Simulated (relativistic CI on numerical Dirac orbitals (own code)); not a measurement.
Method of calculation: Dirac-Coulomb-Breit CI, separate exchange-only KLI orbitals for each configuration, model QED (radiative potential, 1s self-energy scaled to tabulated hydrogen-like ionisation energies), unscaled Slater integrals (own radial code, finite nucleus).

Configuration list (outside the closed core 1s2): 2s², 2s2p, 2p², 2p3s, 2p3p, 2s3s, 2s3p, 2s3d, 2s4s, 2s4p, 2s4d, 2s4f, 2s5s, 3s², 2s5p, 2s5d, 2s5f, 2s5g, 3s3p, 3p². Levels of other configurations are missing.

At this charge energies of transitions that change n are usually good to better than 1 %, and those within a shell (Δn = 0) to a few per cent.

Outline of the computed level scheme of Dy LXIII. Lowest level of each configuration: 2s² ¹S0 at 0.0 eV; 2s2p ³P°0 at 141.8 eV; 2p² ³P0 at 405.1 eV; 2s3s ³S1 at 8456.1 eV; 2s3p ³P°0 at 8524.0 eV; 2p3s ³P°0 at 8634.2 eV; 2p3p ³D1 at 8675.1 eV; 2s3d ³D1 at 8815.4 eV; 2s4s ³S1 at 11356.6 eV.

Some strong electric-dipole decays among the lowest 36 levels: 2s3d ³D3 → 2s2p ³P°2 (1.1e+15 s⁻¹); 2s3d ³D2 → 2s2p ³P°1 (9.9e+14 s⁻¹); 2s3d ¹D2 → 2s2p ¹P°1 (9.1e+14 s⁻¹); 2s3d ³D1 → 2s2p ³P°0 (6.1e+14 s⁻¹); 2p3p ³P0 → 2s2p ³P°1 (4.5e+14 s⁻¹); 2s3p ¹P°1 → 2s² ¹S0 (4.3e+14 s⁻¹); 2p3p ³P1 → 2s2p ³P°2 (3.5e+14 s⁻¹); 2p3p ¹S0 → 2s2p ¹P°1 (3.4e+14 s⁻¹).

LS names give the leading component of a level, which can be under half, so a name can repeat, a term be missing and a line seem to break the LS rules.
